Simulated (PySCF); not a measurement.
prop-2-enylboronamidic acid (C3H8BNO), SMILES C(C=C)B(N)O. Atoms are numbered in the order given.

```xyz
14

C      2.2154     0.0934     1.1994
C      1.2674    -0.7161     0.6866
C      0.5667    -0.5369    -0.6241
B     -0.8850     0.1254    -0.4853
N     -1.1774     0.9354     0.6374
O     -1.7827    -0.1231    -1.5073
H      2.6021     0.9562     0.6300
H      2.6521    -0.0859     2.1944
H      0.9221    -1.5670     1.3044
H      1.1590     0.1211    -1.2991
H      0.4480    -1.5061    -1.1539
H     -0.4672     1.0835     1.3563
H     -2.0514     1.4325     0.8044
H     -2.6334     0.3330    -1.3854
```

Geometry: PBE-D3(BJ)/def2-SVP. Other conformers were not sampled.

Calculation: r2SCAN/def2-TZVP in PySCF.

ESP charges are fitted to the potential on shells at 1.4 to 2.0 van der Waals radii. Atomic charges (e):

```
atom  meta-Löwdin  Löwdin  ESP fit  Mulliken
----  -----------  ------  -------  --------
C1          -0.31   -0.24    -0.61     -0.31
C2              …   -0.19     0.01     -0.12
C3          -0.34   -0.19    -0.33     -0.24
B4           0.35   -0.86     0.73      0.32
N5          -0.50    0.03    -1.14     -0.53
O6          -0.53    0.16    -0.73     -0.45
H7              …    0.12     0.22      0.11
H8              …    0.12     0.21      0.12
H9              …    0.14     0.11      0.11
H10             …    0.17     0.13      0.11
H11             …    0.17     0.12      0.11
H12          0.25    0.19     0.43      0.26
H13          0.23    0.17     0.42      0.22
H14             …    0.20     0.44      0.30
```

**Question.** Complete the blanks. (The exact figures need the calculation; the answer reports its results.)

**Answer.** 
- C2, meta-Löwdin: -0.08
- H7, meta-Löwdin: 0.11
- H8, meta-Löwdin: 0.12
- H9, meta-Löwdin: 0.11
- H10, meta-Löwdin: 0.13
- H11, meta-Löwdin: 0.13
- H14, meta-Löwdin: 0.34

Computed Mayer and Wiberg (Löwdin basis) orders of the bonds:
| bond | Mayer | Wiberg |
|---|---|---|
| C1–C2 | 1.90 | 2.15 |
| C2–C3 | 0.96 | 1.24 |
| C3–B4 | 0.97 | 1.14 |
| B4–N5 | 1.31 | 1.80 |
| B4–O6 | 1.29 | 1.93 |
| C1–H7 | 0.96 | 0.89 |
| C1–H8 | 0.96 | 0.90 |
| C2–H9 | 0.96 | 0.82 |
| C3–H10 | 0.94 | 0.79 |
| C3–H11 | 0.94 | 0.79 |
| N5–H12 | 0.90 | 0.88 |
| N5–H13 | 0.92 | 0.91 |
| O6–H14 | 0.88 | 0.95 |
